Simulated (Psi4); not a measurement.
C$_{4}$H$_{12}$Ge, triplet, at the geometry of the source list (a higher spin typed on purpose: for a closed-shell molecule this is an excited state); REVPBE/def2-SVP (Psi4 1.11).

Input for Psi4:
```
memory 2 GB

molecule mol {
0 3
  Ge    0.738300    1.693100    0.196900
  C    -0.056600   -0.134800   -0.017900
  C    -0.234800   -0.768800    1.357700
  C     0.875400   -0.996300   -0.863000
  C    -1.413600   -0.016900   -0.703700
  H     1.969800    1.673700    1.047400
  H     1.126400    2.300200   -1.120500
  H    -0.222500    2.643100    0.845500
  H    -0.661200   -1.770000    1.266300
  H     0.723000   -0.852200    1.869900
  H    -0.904500   -0.168300    1.972400
  H     1.848400   -1.094300   -0.381900
  H     1.022900   -0.552100   -1.848200
  H     0.459000   -1.994800   -0.997100
  H    -1.308500    0.417500   -1.699000
  H    -2.082800    0.619200   -0.119800
  H    -1.878600   -0.998400   -0.805100
}

set basis def2-svp
set reference uks

energy('revpbe')
print_variables()
```

It wrote (shortened):

```
   => Loading Basis Set <=

    Name: DEF2-SVP
    Role: ORBITAL
    Keyword: BASIS

         ---------------------------------------------------------
                                   SCF
               by Justin Turney, Rob Parrish, Andy Simmonett
                          and Daniel G. A. Smith
                              UKS Reference
         ---------------------------------------------------------

  ==> Geometry <==

    Molecular point group: c1
    Full point group: C1

    Geometry (in Angstrom), charge = 0, multiplicity = 3:

       Center              X                  Y                   Z               Mass
    ------------   -----------------  -----------------  -----------------  -----------------
         GE           0.404659029395     0.929158381196     0.108384483436    73.921177761000
         C           -0.390240970605    -0.898741618804    -0.106415516564    12.000000000000
         C           -0.568440970605    -1.532741618804     1.269184483436    12.000000000000
         C            0.541759029395    -1.760241618804    -0.951515516564    12.000000000000
         C           -1.747240970605    -0.780841618804    -0.792215516564    12.000000000000
         H            1.636159029395     0.909758381196     0.958884483436     1.007825032230
         H            0.792759029395     1.536258381196    -1.209015516564     1.007825032230
         H           -0.556140970605     1.879158381196     0.756984483436     1.007825032230
         H           -0.994840970605    -2.533941618804     1.177784483436     1.007825032230
         H            0.389359029395    -1.616141618804     1.781384483436     1.007825032230
         H           -1.238140970605    -0.932241618804     1.883884483436     1.007825032230
         H            1.514759029395    -1.858241618804    -0.470415516564     1.007825032230
         H            0.689259029395    -1.316041618804    -1.936715516564     1.007825032230
         H            0.125359029395    -2.758741618804    -1.085615516564     1.007825032230
         H           -1.642140970605    -0.346441618804    -1.787515516564     1.007825032230
         H           -2.416440970605    -0.144741618804    -0.208315516564     1.007825032230
         H           -2.212240970605    -1.762341618804    -0.893615516564     1.007825032230

  Running in c1 symmetry.

  Rotational constants: A =      0.14646  B =      0.06453  C =      0.06448 [cm^-1]
[...]
      Ntotal   =   68.0000803249 ; deviation = 8.032e-05

   @Spin Contamination Metric:   3.137421260E-03
   @S^2 Expected:                2.000000000E+00
   @S^2 Observed:                2.003137421E+00
   @S   Expected:                1.000000000E+00
   @S   Observed:                1.000000000E+00

    Orbital Energies [Eh]
    ---------------------

    Alpha Occupied:

[...]
    Alpha Virtual:

[...]
    Beta Occupied:

[...]
    Beta Virtual:

[...]
     148A      2.973980

    Final Occupation by Irrep:
              A
    DOCC [    33 ]
    SOCC [     2 ]
    NA   [    35 ]
    NB   [    33 ]

  @DF-UKS Final Energy: -2235.79922987637883

   => Energetics <=

    Nuclear Repulsion Energy =            378.1253330385620757
    One-Electron Energy =               -3858.0299161947718858
    Two-Electron Energy =                1349.0556933511252282
    DFT Exchange-Correlation Energy =    -104.9503400712944341
    Empirical Dispersion Energy =           0.0000000000000000
    VV10 Nonlocal Energy =                  0.0000000000000000
    Total Energy =                      -2235.7992298763788312

  UHF NO Occupations:
  HONO-2 :   33  A 1.9995810
  HONO-1 :   34  A 1.0000000
  HONO-0 :   35  A 1.0000000
  LUNO+0 :   36  A 0.0004190
  LUNO+1 :   37  A 0.0002594
  LUNO+2 :   38  A 0.0002190
  LUNO+3 :   39  A 0.0002154

Computation Completed

Properties will be evaluated at   0.000000,   0.000000,   0.000000 [a0]

Properties computed using the SCF density matrix

 Multipole Moments:

 ------------------------------------------------------------------------------------
     Multipole            Electronic (a.u.)      Nuclear  (a.u.)        Total (a.u.)
 ------------------------------------------------------------------------------------

 L = 1.  Multiply by 2.5417464519 to convert [e a0] to [Debye]
 Dipole X            :          6.8467579           -7.4609902           -0.6142323
 Dipole Y            :         15.6955031          -17.0945194           -1.3990163
 Dipole Z            :          1.8272681           -1.9837497           -0.1564816
 Magnitude           :                                                    1.5359083

 ------------------------------------------------------------------------------------

  Variable Map:
  ----------------------------------------------------------------------------
[...]
  Array Variable Map:
  ----------------------------------------------------------------------------
[...]
[...]
```
